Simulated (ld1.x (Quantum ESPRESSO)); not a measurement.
**B (Z = 5): excitation energies, all-electron against PAW**

B, PAW, made with ld1.x (Quantum ESPRESSO) 7.5 (LDA (PZ), scalar-relativistic). Core [He], reference 2s2 2p0.5 (charge +0.5). Waves: 2s (bound): rcut 1.10, rcutus 1.30 bohr; 2s channel at 1.6 Ry: rcut 1.10, rcutus 1.30 bohr; 2p (bound): rcut 2.05, rcutus 2.40 bohr; 2p channel at 2.75 Ry: rcut 2.05, rcutus 2.40 bohr; 3d channel at 0.05 Ry: rcut 1.85, rcutus 2.40 bohr; 3d channel at 0.9 Ry: rcut 1.85, rcutus 2.40 bohr. Local part: all-electron potential smoothed inside 2.00 bohr (lloc = -1). Core correction: a·sin(br)/r model core, default radius (ld1.x builds one for every PAW set, though the input has nlcc=.false.). Augmentation charge: PSQ, inside the norm-conserving radii.

Energies are relative to the spin-unpolarised reference configuration 2s2 2p0.5; without spin polarisation the order of configurations can differ from experiment. Spin-polarised rows fill each open shell by Hund’s rule, majority spin first.

**Question.** Give the all-electron excitation energy and the error of the potential for: 2s2 2p1; 2s2 2p0; 2s1 2p0; 2s0 2p3; 2s1 2p2; 2s1 2p1; 2s2 2p1.3; 2s2 2p0.5 (spin-polarised); 2s2 2p1 (spin-polarised).

**Answer.**

```tsv
valence configuration	charge	ΔE all-electron (eV)	error AE − PS (meV)
2s2 2p1	0	-2.943	-1.9
2s2 2p0	+1	5.384	-0.2
2s1 2p0	+2	30.688	-8.5
2s0 2p3	0	8.458	-6.7
2s1 2p2	0	2.743	-4.4
2s1 2p1	+1	11.340	-2.8
2s2 2p1.3	-0.3	-3.715	-5.6
2s2 2p0.5 (spin-polarised)	+0.5	-0.074	-0.1
2s2 2p1 (spin-polarised)	0	-3.178	-1.6
```

Note: ghost state, extra bound levels that the all-electron valence spectrum of the same l lacks: s at -572.5 eV. A true bound ghost makes a file unfit for plane-wave use.
